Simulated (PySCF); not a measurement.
ClGeH5SSi, SMILES [GeH3][S][SiH2]Cl. Atoms are numbered in the order given.

```xyz
9

Si     1.6844     0.4590    -0.2035
Cl     1.5242     0.1936     1.8591
S      0.2589    -0.7324    -1.2577
Ge    -1.6269    -0.0105    -0.2320
H      3.0278     0.0123    -0.6459
H      1.4848     1.9098    -0.4504
H     -2.7538    -0.2511    -1.2499
H     -1.4739     1.4885     0.0852
H     -1.8616    -0.8217     1.0519
```

Coordinates come from a B3LYP-D3(BJ)/def2-SVP optimisation. The structure was generated by enumeration, and PubChem lists no compound with its InChIKey, so it may never have been made. Other conformers were not sampled.

The numbers are results of PySCF with PBE/def2-TZVP, not measurements.

Gas-phase values at a fixed geometry.

- total energy: -3227.18781 hartree
- highest occupied level: -6.43 eV
- lowest empty level: -1.46 eV
- orbital gap: 4.97 eV
- dipole moment: 1.22 D
- quadrupole, principal values (traceless, Buckingham form, about the centre of nuclear charge): -5.11, -1.17, 6.28 D·Å
- mean static polarisability: 90.0 bohr³ (13.33 Å³)
- polarisability, principal values: 73.3, 89.4, 107.2 bohr³
